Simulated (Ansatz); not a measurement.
`[CH3][Sb][CH3]` radical. The species carries charge 0 and has multiplicity 2. Sb takes the def2 core potential.

Z-matrix (Å, degrees):
```
C
Sb 1 2.161
H 1 1.090 2 110.0
H 1 1.091 2 109.7 3 120.2
H 1 1.091 2 109.7 3 -120.2
C 2 2.161 1 93.5 3 -179.9
H 6 1.091 2 109.7 1 59.7
H 6 1.090 2 110.0 1 179.9
H 6 1.091 2 109.7 1 -59.9
```

(1) List the harmonic frequencies (cm⁻¹, unscaled) at PBE0-D4/def2-TZVP in Ansatz. (Best estimate.)

(2) Is this a minimum?

(3) Give the ideal-gas thermochemistry at 298.15 K and 1 bar (rigid rotor, harmonic oscillator; point group C2v, symmetry number 2).

(4) And at 400, 500, 600, 800 and 1000 K?

(5) Rotational constants (cm⁻¹)?

Answers

(1) Ansatz gave: 100, 116, 172, 520, 522, 709, 710, 718, 838, 1218, 1231, 1442, 1442, 1452, 1455, 3055, 3056, 3146, 3147, 3163, 3163.

(2) Yes, all 21 modes are real.

(3) Zero-point energy 187.7 kJ/mol; H(298) − E = 205.2 kJ/mol; entropy 324.0 J/(mol·K), of which translation 171.5, rotation 98.9, vibration 47.8, electronic 5.8; G(298) − E = 108.6 kJ/mol.

(4) 
```json
{"T (K)": "400", "H − E (kJ/mol)": "214.5", "S (J/mol/K)": "350.6", "G − E (kJ/mol)": "74.2"}
{"T (K)": "500", "H − E (kJ/mol)": "225.0", "S (J/mol/K)": "373.9", "G − E (kJ/mol)": "38.0"}
{"T (K)": "600", "H − E (kJ/mol)": "236.6", "S (J/mol/K)": "395.1", "G − E (kJ/mol)": "-0.5"}
{"T (K)": "800", "H − E (kJ/mol)": "262.7", "S (J/mol/K)": "432.6", "G − E (kJ/mol)": "-83.3"}
{"T (K)": "1000", "H − E (kJ/mol)": "291.9", "S (J/mol/K)": "465.0", "G − E (kJ/mol)": "-173.2"}
```

(5) 0.2726, 0.1992, 0.1203.
